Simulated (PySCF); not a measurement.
## Shieldings and the share of exact exchange

Molecule: `C1[Si@H](F)NCC1`, C₃H₈FNSi.

Molfile (atoms numbered from 1):
```
C3H8FNSi
     RDKit          3D

 14 14  0  0  0  0  0  0  0  0999 V2000
    0.7661    1.9869    1.6549 F   0  0  0  0  0  0  0  0  0  0  0  0
    0.3105    1.3963    0.2007 Si  0  0  1  0  0  4  0  0  0  0  0  0
    1.0960   -0.2636   -0.1627 C   0  0  0  0  0  0  0  0  0  0  0  0
    0.0169   -1.2302    0.3542 C   0  0  0  0  0  0  0  0  0  0  0  0
   -1.3653   -0.6625    0.0130 C   0  0  0  0  0  0  0  0  0  0  0  0
   -1.2877    0.7786    0.1891 N   0  0  0  0  0  0  0  0  0  0  0  0
    0.5548    2.5336   -0.7261 H   0  0  0  0  0  0  0  0  0  0  0  0
    1.2344   -0.3709   -1.2528 H   0  0  0  0  0  0  0  0  0  0  0  0
    2.0745   -0.4246    0.3124 H   0  0  0  0  0  0  0  0  0  0  0  0
    0.1322   -2.2469   -0.0535 H   0  0  0  0  0  0  0  0  0  0  0  0
    0.1051   -1.3116    1.4505 H   0  0  0  0  0  0  0  0  0  0  0  0
   -1.6365   -0.9325   -1.0284 H   0  0  0  0  0  0  0  0  0  0  0  0
   -2.1332   -1.1119    0.6665 H   0  0  0  0  0  0  0  0  0  0  0  0
   -2.1555    1.2958    0.1557 H   0  0  0  0  0  0  0  0  0  0  0  0
  1  2  1  0
  2  3  1  0
  3  4  1  0
  4  5  1  0
  5  6  1  0
  6  2  1  0
  2  7  1  6
  3  8  1  0
  3  9  1  0
  4 10  1  0
  4 11  1  0
  5 12  1  0
  5 13  1  0
  6 14  1  0
M  END
```

GIAO shieldings (ppm, equivalent atoms averaged) in PySCF on the PBE0-D3(BJ)/def2-SVP geometry, basis pcSseg-1, gas phase, non-relativistic:

```csv
functional,exact exchange (%),σ(F1),σ(Si2),σ(C5),σ(C3)
BLYP,0,300.6,329.8,125.1,161.4
BP86,0,302.3,334.5,130.6,166.4
PBE,0,299.9,334.8,130.8,166.6
B3LYP,20,316.2,342.5,131.2,166.8
PBE0,25,319.7,351.2,137.8,172.7
mPW1PW91,25,321.2,350.5,136.9,171.8
HF,100,359.4,401.3,150.2,182.9
```

Problem. Fit each shielding as a line in the percentage of exact exchange.

Solution. σ(F1) = 302.9 + 0.58 x (rms 2.4 ppm); σ(Si2) = 332.6 + 0.69 x (rms 2.2 ppm); σ(C5) = 129.4 + 0.22 x (rms 2.5 ppm); σ(C3) = 165.4 + 0.18 x (rms 2.2 ppm). The functionals also differ in their semilocal parts, which the line can't hold; Hartree–Fock has no correlation at all.

Problem. What does the line predict for BHandHLYP (50 %), and what does the run give?

Solution. σ(F1): 331.9 predicted, 334.7 computed; σ(Si2): 367.1 predicted, 363.2 computed; σ(C5): 140.4 predicted, 138.8 computed; σ(C3): 174.4 predicted, 173.3 computed ppm.
